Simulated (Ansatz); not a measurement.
Wavefunction ladder for the In atom

Total charge 0; spin multiplicity 2. Correlated methods include outer-core shells of In, which these sets cover unevenly. In takes the def2 core potential. A free atom. Frozen core, unrestricted reference, the Gaussian-basis code of Ansatz.

| basis | HF (Eh) | MP2 corr. | CCSD corr. | (T) | CCSD(T) total |
| --- | --- | --- | --- | --- | --- |
| def2-SVP | -189.20634 | -0.04996 | -0.06430 | -0.00189 | -189.27253 |
| def2-TZVPP | -189.21003 | -0.24844 | -0.24601 | -0.00624 | -189.46228 |
| def2-QZVPP | -189.21066 | -0.43457 | -0.40690 | -0.01011 | -189.62767 |
